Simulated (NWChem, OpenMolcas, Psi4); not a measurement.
# SnCl2F2 (SMILES [F][Sn]([F])([Cl])[Cl]): the HOMO–LUMO gap, rung by rung

SnCl2F2: 5 atoms, total charge 0, spin state singlet. SMILES: `[F][Sn]([F])([Cl])[Cl]`. The coordinates come from a PBE0-D4/def2-TZVP relaxation.

Quantity: the HOMO–LUMO gap, in eV. The values are calculated.

| level | kind | program | value (eV) | CPU time |
| --- | --- | --- | --- | --- |
| SVWN5/def2-SVP (core potential) | LDA | OpenMolcas | 4.31 | 12 s |
| BLYP/def2-SVP (core potential) | GGA | OpenMolcas | 4.39 | 17 s |
| PBE/def2-SVP (core potential) | GGA | NWChem | 4.50 | 23 s |
| TPSS/def2-SVP (core potential) | meta-GGA | OpenMolcas | 4.75 | 20 s |
| BHLYP/def2-SVP (core potential) | global hybrid | OpenMolcas | 9.27 | 14 s |
| M06-2X/def2-SVP (core potential) | hybrid meta-GGA | OpenMolcas | 9.61 | 17 s |
| wB97X-D/def2-SVP (density fitting, core potential) | range-separated hybrid | Psi4 | 10.57 | 12 s |
| B2PLYP/def2-SVP (core potential) | double hybrid | OpenMolcas | 9.59 | 11 s |

The values span 4.31 to 10.57 eV. Orbital gaps aren't excitation energies, and those of double hybrids come from the SCF part alone; they tend to grow with the share of exact exchange. CPU times are rough (shared hosts, several kinds of processor and program).
